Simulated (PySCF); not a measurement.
## How well do the runs reproduce experiment for bromobenzene?

**Experimental background.**

NIST CCCBDB Release 22 (SRD 101), experimental dipoles lists, for the gas: dipole moment (dielectric constant against temperature) 1.7 D.

The results are set against them at the end.

Species: bromobenzene, C6H5Br.
SMILES with atom numbers: `[Br:1][c:2]1[cH:3][cH:4][cH:5][cH:6][cH:7]1` (hydrogens: H8 on C3; H9 on C4; H10 on C5; H11 on C6; H12 on C7)

Geometry (PBE0-D3(BJ)/def2-SVP, Å), atoms numbered from 1 in this order:
```
atom  x, y, z in Å
Br1    2.4064   -0.8220    0.0629
C2     0.5693   -0.3842    0.0545
C3     0.1853    0.9561    0.0492
C4    -1.1722    1.2720    0.0431
C5    -2.1330    0.2619    0.0422
C6    -1.7329   -1.0735    0.0475
C7    -0.3793   -1.4059    0.0536
H8     0.9428    1.7415    0.0500
H9    -1.4777    2.3210    0.0390
H10   -3.1952    0.5158    0.0374
H11   -2.4798   -1.8709    0.0468
H12   -0.0591   -2.4491    0.0578
```

Runs made with PySCF (gas phase, on this PBE0-D3(BJ)/def2-SVP geometry; no spin–orbit coupling):

```json
{"level": "PBE0-D3(BJ)/def2-SVP, grid level 2", "job": "geometry optimisation from a GFN2-xTB start", "basis functions": "141", "wall time": "49 s"}
```

Hardware: an Arm Neoverse V1 with one thread (shared host).

Results beside the measurements:

**Dipole moment.** Measured: 1.7 D (NIST CCCBDB Release 22 (SRD 101), experimental dipoles).

```
               level  computed (D)  computed − measured (D)  % (from the printed values)
PBE0-D3(BJ)/def2-SVP          1.62                    -0.08                           -5
```

The computed dipoles belong to one fixed geometry; measured ones are averaged over vibrations unless marked μe. Magnitudes are compared, not signs.

No measured geometry was used, and the causes of the misses weren't examined.
